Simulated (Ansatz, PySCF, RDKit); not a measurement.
Dimer: HCl (SMILES Cl) (first 2 atoms) with C2H6O (SMILES CCO); geometry from B3LYP-D3(BJ)/def2-TZVP.
(charge 0, multiplicity 1):
```xyz
11

Cl     0.7975     0.1376    -0.3427
H      0.1375    -0.2383     0.7303
C      0.7368     0.9919     3.5432
C      0.4192    -0.4720     3.3095
O     -0.5670    -0.6658     2.2808
H      1.5105     1.0931     4.3070
H     -0.1459     1.5348     3.8922
H      1.0927     1.4615     2.6258
H      1.2989    -1.0097     2.9568
H      0.0778    -0.9548     4.2301
H     -1.3570    -0.1584     2.5012
```

Counterpoise-corrected where a basis set is named; no monomer relaxation. RDKit's UFF carries no charges.

Programs: Ansatz (Gaussian orbitals); PySCF for the dispersion terms; RDKit for the force fields. 

One of these levels gives -26.9 kJ/mol for the interaction energy. Name it.
A) wB97M-V/def2-TZVPPD
B) CAM-B3LYP-D4/def2-TZVPPD
C) UFF
D) BHLYP/def2-TZVPPD

D, BHLYP/def2-TZVPPD. The others give 253.3 (UFF), -34.1 (CAM-B3LYP-D4/def2-TZVPPD), -30.9 (wB97M-V/def2-TZVPPD)

Ansatz is a quantum-chemistry and plane-wave program.
